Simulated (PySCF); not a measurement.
Working out the excitation energy of Cl+

Cl+ [Ne] 3s2 3p4 (3P) → Cl+ [Ne] 3s1 3p5 (3P). Calculation: PySCF 2.14, in aug-cc-pV(D+d)Z (5s4p3d, 32 functions); the non-relativistic Hamiltonian (point nucleus). Frozen: [Ne]. Energies in hartree (1 hartree = 27.21139 eV):

```json
{"part": "UHF", "Cl+ (lower)": "-459.038417", "Cl+ (upper)": "-458.513574"}
{"part": "MP2 opposite-spin", "Cl+ (lower)": "-0.070594", "Cl+ (upper)": "-0.117316"}
{"part": "MP2 same-spin", "Cl+ (lower)": "-0.023302", "Cl+ (upper)": "-0.026845"}
```

**Question.** What does Hartree-Fock give?

**Answer.** (-458.513574) − (-459.038417) = 0.524843 hartree = 14.282 eV.

**Question.** What do MP2 and SCS-MP2 (6/5 opposite-spin, 1/3 same-spin) give?

**Answer.** The opposite-spin parts differ by -1.271 eV and the same-spin parts by -0.096 eV. MP2: 14.282 + (-1.271) + (-0.096) = 12.915 eV. SCS-MP2: 14.282 + 1.2 × (-1.271) + (-0.096)/3 = 12.725 eV.

Measured between the centres of the two terms (NIST): 11.573 eV, so MP2 (valence) is off by 1.342 eV.

What remains against the reference includes basis incompleteness, the frozen core and correlation beyond second order.
